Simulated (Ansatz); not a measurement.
Consider the redistribution: `C[N](C)[AlH][NH2]` + `C[SiH2]C=O` → `[NH2][AlH][CH]=O` + `C[SiH2]N(C)C`.

Program: Ansatz. Geometries: PBE0-D4/def2-TZVP. ΔE: electronic, gas phase. CBS: MP2 limit from def2 TZ/QZ plus the TZ coupled-cluster correction, frozen cores. DFT in def2-TZVPP. B3LYP here is the variant with VWN-RPA as its local correlation; programs differ in this. HSE06 is defined as in plane-wave codes. One conformer a species, not always the lowest.

`C[N](C)[AlH][NH2]`:

Cartesian coordinates in Å:
```
C -1.179 -0.871 -0.285
N -0.191 -0.095 0.419
C -0.405 -0.096 1.844
Al 1.150 0.780 -0.348
N 1.353 0.748 -2.107
H -0.995 -0.859 -1.362
H -2.196 -0.485 -0.120
H -1.177 -1.923 0.038
H 0.360 0.498 2.351
H -0.368 -1.113 2.261
H -1.386 0.327 2.110
H 2.163 1.587 0.556
H 0.771 0.273 -2.776
H 2.100 1.228 -2.580
```

`C[SiH2]C=O`:

Z-matrix (Å, degrees):
```
C
Si 1 1.860
H 1 1.092 2 110.3
H 1 1.092 2 110.3 3 -119.0
H 1 1.092 2 111.2 3 120.5
C 2 1.926 1 109.6 3 59.4
H 2 1.490 1 112.8 3 -59.6
H 2 1.490 1 112.8 3 178.3
O 6 1.206 2 122.1 1 -0.2
H 6 1.118 2 118.9 1 179.8
```

`[NH2][AlH][CH]=O`:

```xyz
8

N     1.266   -0.837    0.263
Al   -0.132   -0.361   -0.690
C    -1.191    1.105    0.221
O    -0.777    1.498    1.290
H     1.947   -1.541    0.032
H     1.479   -0.407    1.150
H    -0.469   -1.035   -2.083
H    -2.122    1.579   -0.182
```

`C[SiH2]N(C)C`:

```xyz
16

C     0.922   -0.949   -1.909
Si    0.139   -1.178   -0.231
N    -0.400    0.330    0.407
C    -1.406    0.369    1.440
C     0.450    1.494    0.402
H     1.856   -0.386   -1.851
H     1.158   -1.928   -2.336
H     0.247   -0.430   -2.593
H     1.131   -1.887    0.641
H    -1.069   -2.046   -0.310
H    -2.041    1.256    1.324
H    -2.049   -0.511    1.379
H    -0.975    0.403    2.453
H     1.162    1.452   -0.425
H    -0.148    2.405    0.274
H     1.023    1.607    1.336
```

```csv
level,ΔE (kJ/mol),difference from CCSD(T)/CBS
LDA (SPW92),40.9,3.4
PBE-D4,39.5,2.0
revPBE-D4,36.6,-0.9
BLYP-D4,37.7,0.2
r2SCAN-D4,41.9,4.4
B97M-V,38.5,1.0
PBE0-D4,38.6,1.1
B3LYP-D4,37.8,0.3
r2SCANh-D4,41.3,3.8
r2SCAN0-D4,40.4,2.9
HSE06-D4,38.7,1.2
CAM-B3LYP-D4,37.7,0.2
ωB97X-V,37.0,-0.5
ωB97M-V,35.9,-1.6
PBE-QIDH,38.5,1.0
PBE,41.2,3.7
revPBE,41.6,4.1
BLYP,41.2,3.7
r2SCAN,42.5,5.0
PBE0,40.1,2.6
B3LYP,40.3,2.8
r2SCANh,41.9,4.4
r2SCAN0,41.0,3.5
HSE06,40.1,2.6
CAM-B3LYP,39.1,1.6
LC-ωPBE,39.0,1.5
RPA@PBE/def2-TZVPP,34.3,-3.2
HF/def2-SVP,39.3,1.8
CCSD/def2-SVP,39.1,1.6
CCSD(T)/def2-SVP,38.9,1.4
HF/def2-TZVPP,37.6,0.1
MP2/def2-TZVPP,37.7,0.2
CCSD/def2-TZVPP,37.9,0.4
CCSD(T)/def2-TZVPP,37.9,0.4
HF/def2-QZVPP,37.8,0.3
MP2/def2-QZVPP,37.5,0.0
SCS-MP2/def2-QZVPP,37.3,-0.2
HF/CBS(def2),37.8,0.3
MP2/CBS(def2),37.2,-0.3
CCSD/CBS(def2),37.4,-0.1
CCSD(T)/CBS,37.5,0
```

Largest T1 diagnostic among the species: 0.015.

Leaving LDA and LC-ωPBE aside and taking each functional with its dispersion term where it has one, the values spread over 6.1 kJ/mol, from ωB97M-V to r2SCAN-D4.
